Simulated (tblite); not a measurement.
Species: C6H10BrN3.
SMILES with atom numbers: `[CH3:1][CH2:2][CH2:3][n:4]1[n:5][n:6][c:7]([CH3:8])[c:9]1[Br:10]` (hydrogens: H11, H12, H13 on C1; H14, H15 on C2; H16, H17 on C3; H18, H19, H20 on C8)

Computed with GFN2-xTB (tblite), gas phase: L-BFGS steps from a force-field or distance-geometry start until the largest atomic force falls under 0.01 eV/Å.

Step 11: E = -837.8531 eV
```
atom  x, y, z in Å  |  force x, y, z in eV/Å
C1     -2.6071    0.3638   -1.1060    0.067  -0.003   0.094
C2     -2.1570   -0.7099   -0.1135    0.061   0.009  -0.001
C3     -1.2182   -0.1899    0.9870   -0.023   0.071  -0.105
N4      0.0325    0.3005    0.4777    0.097  -0.139   0.026
N5      0.2780    1.5675    0.1746    0.083  -0.194  -0.017
N6      1.5000    1.6802   -0.2090    0.081  -0.059  -0.015
C7      2.1124    0.4817   -0.1664   -0.102  -0.109   0.041
C8      3.5197    0.1545   -0.4998   -0.134   0.085   0.021
C9      1.1633   -0.4209    0.2800   -0.131  -0.165   0.030
Br10    1.2798   -2.2737    0.6092   -0.012   0.239  -0.065
H11    -2.6890    1.3275   -0.6147   -0.011   0.074   0.031
H12    -1.9068    0.4600   -1.9321    0.082   0.048   0.089
H13    -3.5747    0.1149   -1.5288   -0.051  -0.075  -0.003
H14    -3.0160   -1.1453    0.4013   -0.019   0.056  -0.068
H15    -1.6603   -1.5103   -0.6669    0.003  -0.054   0.107
H16    -1.6710    0.6370    1.5356   -0.143   0.030  -0.055
H17    -0.9990   -1.0039    1.6872   -0.035   0.055  -0.021
H18     4.0362   -0.1785    0.3952    0.094  -0.017   0.117
H19     3.5423   -0.6587   -1.2190    0.033  -0.059  -0.114
H20     4.0299    1.0142   -0.9042    0.060   0.208  -0.094
```

Step 12: E = -837.8642 eV
```
atom  x, y, z in Å  |  force x, y, z in eV/Å
C1     -2.6023    0.3645   -1.0998    0.011   0.031   0.044
C2     -2.1623   -0.7129   -0.1105    0.082  -0.016   0.005
C3     -1.2225   -0.1905    0.9844    0.001   0.102  -0.036
N4      0.0336    0.2849    0.4714    0.066  -0.116   0.037
N5      0.2799    1.5517    0.1696    0.064  -0.127   0.039
N6      1.5047    1.6667   -0.2034   -0.001  -0.005  -0.064
C7      2.1153    0.4695   -0.1628   -0.115  -0.071   0.029
C8      3.5223    0.1604   -0.5024   -0.112   0.080   0.023
C9      1.1654   -0.4346    0.2774   -0.144  -0.175   0.042
Br10    1.2732   -2.2826    0.6089    0.003   0.151  -0.054
H11    -2.6955    1.3271   -0.6098    0.025   0.088   0.073
H12    -1.8911    0.4640   -1.9150    0.085   0.059   0.060
H13    -3.5654    0.1235   -1.5351   -0.074  -0.125  -0.034
H14    -3.0211   -1.1535    0.4007   -0.019   0.088  -0.062
H15    -1.6626   -1.5104   -0.6635    0.005  -0.088   0.079
H16    -1.6649    0.6549    1.5130   -0.164   0.029  -0.035
H17    -1.0219   -0.9911    1.7062    0.017   0.056  -0.064
H18     4.0428   -0.1633    0.3921    0.142  -0.075   0.116
H19     3.5470   -0.6451   -1.2285    0.073  -0.114  -0.102
H20     4.0202    1.0274   -0.9058    0.055   0.229  -0.095
```

Step 13: E = -837.8727 eV
```
atom  x, y, z in Å  |  force x, y, z in eV/Å
C1     -2.5986    0.3656   -1.0941   -0.034   0.052  -0.013
C2     -2.1655   -0.7153   -0.1080    0.065  -0.019   0.000
C3     -1.2261   -0.1893    0.9822    0.001   0.092   0.030
N4      0.0349    0.2703    0.4674    0.019  -0.044   0.040
N5      0.2822    1.5364    0.1662    0.010  -0.025   0.080
N6      1.5084    1.6542   -0.1995   -0.071   0.003  -0.085
C7      2.1162    0.4575   -0.1594   -0.081  -0.039   0.003
C8      3.5237    0.1663   -0.5045   -0.018   0.040   0.006
C9      1.1654   -0.4488    0.2755   -0.093  -0.089   0.024
Br10    1.2678   -2.2869    0.6076    0.019  -0.024  -0.025
H11    -2.7004    1.3281   -0.6044    0.043   0.064   0.090
H12    -1.8766    0.4685   -1.8992    0.068   0.069   0.040
H13    -3.5583    0.1283   -1.5406   -0.046  -0.140  -0.042
H14    -3.0254   -1.1585    0.3988   -0.020   0.105  -0.044
H15    -1.6644   -1.5123   -0.6590    0.010  -0.104   0.048
H16    -1.6628    0.6700    1.4932   -0.157   0.024  -0.025
H17    -1.0407   -0.9787    1.7203    0.051   0.049  -0.078
H18     4.0503   -0.1516    0.3908    0.135  -0.084   0.042
H19     3.5522   -0.6350   -1.2374    0.103  -0.092  -0.042
H20     4.0125    1.0418   -0.9085   -0.003   0.160  -0.050
```

Question: Estimate the geometry and energy of step 14. (The exact step hangs on the optimiser's Hessian estimate; all steps are aligned on step 13, rigid shifts and turns removed.)

Answer: E = -837.8780 eV, largest force 0.157 eV/Å
```
atom  x, y, z in Å  |  force x, y, z in eV/Å
C1     -2.5972    0.3672   -1.0912   -0.040   0.044  -0.038
C2     -2.1660   -0.7166   -0.1069    0.031  -0.004  -0.014
C3     -1.2283   -0.1870    0.9815   -0.012   0.055   0.045
N4      0.0356    0.2617    0.4663   -0.036   0.032   0.047
N5      0.2836    1.5272    0.1657   -0.034   0.045   0.083
N6      1.5094    1.6465   -0.1989   -0.091  -0.013  -0.075
C7      2.1153    0.4498   -0.1576   -0.014  -0.015  -0.032
C8      3.5247    0.1702   -0.5056    0.053  -0.002  -0.009
C9      1.1640   -0.4578    0.2747   -0.025  -0.009   0.004
Br10    1.2653   -2.2889    0.6062    0.025  -0.155  -0.001
H11    -2.7023    1.3299   -0.6000    0.039   0.018   0.079
H12    -1.8676    0.4724   -1.8896    0.041   0.075   0.028
H13    -3.5550    0.1281   -1.5439    0.003  -0.120  -0.032
H14    -3.0280   -1.1588    0.3967   -0.019   0.104  -0.024
H15    -1.6650   -1.5155   -0.6552    0.009  -0.089   0.032
H16    -1.6653    0.6783    1.4820   -0.134   0.025  -0.018
H17    -1.0498   -0.9709    1.7260    0.060   0.031  -0.054
H18     4.0565   -0.1467    0.3905    0.096  -0.057  -0.044
H19     3.5568   -0.6307   -1.2427    0.113  -0.032   0.021
H20     4.0080    1.0523   -0.9108   -0.064   0.066   0.002
```

The energy changes by -0.0052 eV. The first-order estimate −F·Δx gives -0.0072 eV and the mean of the old and new forces, exact on a quadratic surface, -0.0052 eV. The step makes an angle of 67° with the force vector and moves no atom by more than 0.014 Å.

What follows is the cost of the whole relaxation. On Arm Neoverse V1, one thread, shared host, this took 0.8 s of wall time.
